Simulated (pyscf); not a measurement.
Optimised with ωB97X-D3(BJ)/def2-SVP in PySCF.

SMILES: Cl[Si](Cl)(Cl)[Si](Cl)(Cl)Cl
```xyz
8

Cl    -0.8557     1.4293     1.6229
Si    -1.2275     0.4716    -0.1406
Cl    -3.2422     0.3284    -0.4332
Cl    -0.3822     1.5125    -1.6791
Si    -0.3195    -1.6406    -0.0633
Cl    -1.1609    -2.6798     1.4785
Cl     1.6960    -1.4973     0.2240
Cl    -0.6959    -2.6002    -1.8247
```
Charge 0, spin multiplicity 1.

Q: What is the homolytic dissociation enthalpy (298 K, ωB97M-D3(BJ)/def2-TZVP) of the Si–Si bond of Cl–Si(Cl)(Cl)–Si(Cl)(Cl)–Cl, to Cl–Si•(Cl)–Cl + Cl–Si•(Cl)–Cl?

A: Si–Si to Cl–Si•(Cl)–Cl + Cl–Si•(Cl)–Cl: 76.8 kcal/mol. The 7 functionals that were run give +66.2 (PBE) to +81.2 kcal/mol (ωB97X-D3(BJ)).
